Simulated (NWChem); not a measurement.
Si$_{2}$H$_{5}$SF; SMILES F[SiH2]S[SiH3]

Results from NWChem. Pople sets run with spherical d functions. Each level has its own optimisation; frequencies are unscaled. Brackets give each atom's bonded neighbours. One conformer.

```csv
level,r S–Si [S(SiSi)–Si(HHHS)] (Å),r S–Si [S(SiSi)–Si(FHHS)] (Å),r F–Si (Å),highest harmonic frequency (cm⁻¹),lowest (cm⁻¹),zero-point energy (kcal/mol),dipole (D)
B3LYP/3-21G,2.262,2.221,1.656,2282,62,29.5,2.33
B3LYP/6-31G*,2.169,2.136,1.616,2306,52,30.3,1.22
PBE0/def2-SVP,2.162,2.128,1.625,2289,31,30.0,1.18
```
